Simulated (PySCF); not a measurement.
A structure optimised at B3LYP-D3(BJ)/def2-SVP, used in a PySCF frequency run:

```
C
O 1 1.3832
H 2 0.9681 1 108.17
H 1 1.0963 2 113.91 3 135.69
C 1 1.4834 4 117.13 2 147.42
F 5 1.3428 1 121.38 4 -5.88
F 5 1.3560 6 110.15 1 140.74
C 5 1.4820 6 120.88 7 144.12
H 8 1.0932 5 118.11 6 4.74
H 8 1.0937 9 116.63 5 146.97
```

Question: Write its SMILES and formula.

Answer: O[C@H]1CC1(F)F, C₃H₄F₂O

Question: What are its rotational constants (standard atomic weights)?

Answer: 5.6965, 3.1316, 2.6836 GHz
